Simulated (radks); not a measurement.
Values are calculated unless marked as measured or tabulated.
Task: The magnesium ion Mg2+, configuration [Ne]. Code: a radial shooting solver on a logarithmic mesh with Libxc functionals. Model: Dirac Kohn-Sham, exchange-only PBE, spin-unpolarised, spherical densities, point nucleus. Some entries of the table are withheld. Estimate them.

orbital,occ.,eigenvalue (Ry),<1/r> (bohr^-1),<r^2> (bohr^2)
1s1/2,2,-94.04791,11.63,(1)
2s1/2,2,-7.24582,2.105,0.5833
2p1/2,2,(2),1.969,(3)
2p3/2,4,(4),1.961,(5)

Result: 
(1) 1s1/2 <r^2> (bohr^2): 0.02299
(2) 2p1/2 eigenvalue (Ry): -4.82524
(3) 2p1/2 <r^2> (bohr^2): 0.6000
(4) 2p3/2 eigenvalue (Ry): -4.80382
(5) 2p3/2 <r^2> (bohr^2): 0.6039
